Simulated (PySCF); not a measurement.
In(Cl)(OMe)(NH2) (CH₅ClInNO), SMILES C[O][In]([NH2])[Cl]. Atoms are numbered in the order given.

```xyz
10

In     0.0897     0.1122     0.1236
Cl    -2.1237     0.3151     0.8978
O      0.2408    -0.8674    -1.6169
C      1.4777    -1.2133    -2.1881
H      2.0480    -1.9483    -1.5846
H      1.2909    -1.6784    -3.1731
H      2.1445    -0.3439    -2.3653
N      1.6520     0.6991     1.3016
H      1.3959     1.4249     1.9714
H      2.4721     1.0168     0.7845
```
Charge 0, spin multiplicity 1.

Coordinates come from a B3LYP-D3(BJ)/def2-SVP optimisation. The structure was generated by enumeration; whether it is a known compound was not checked. The def2 effective core potentials stand for the cores of In; spin–orbit coupling is left out. The values are those of a single conformer.

The numbers are results of B3LYP/def2-TZVP run with PySCF, not measurements.

ESP charges are fitted to the potential on shells at 1.4 to 2.0 van der Waals radii. Atomic charges (e):

```json
[
 {"atom": "In1", "Löwdin": "0.20", "ESP fit": "0.91"},
 {"atom": "Cl2", "Löwdin": "0.06", "ESP fit": "-0.33"},
 {"atom": "O3", "Löwdin": "-0.10", "ESP fit": "-0.52"},
 {"atom": "C4", "Löwdin": "-0.40", "ESP fit": "0.13"},
 {"atom": "H5", "Löwdin": "0.10", "ESP fit": "0.03"},
 {"atom": "H6", "Löwdin": "0.11", "ESP fit": "0.03"},
 {"atom": "H7", "Löwdin": "0.10", "ESP fit": "0.00"},
 {"atom": "N8", "Löwdin": "-0.39", "ESP fit": "-0.85"},
 {"atom": "H9", "Löwdin": "0.16", "ESP fit": "0.29"},
 {"atom": "H10", "Löwdin": "0.16", "ESP fit": "0.31"}
]
```
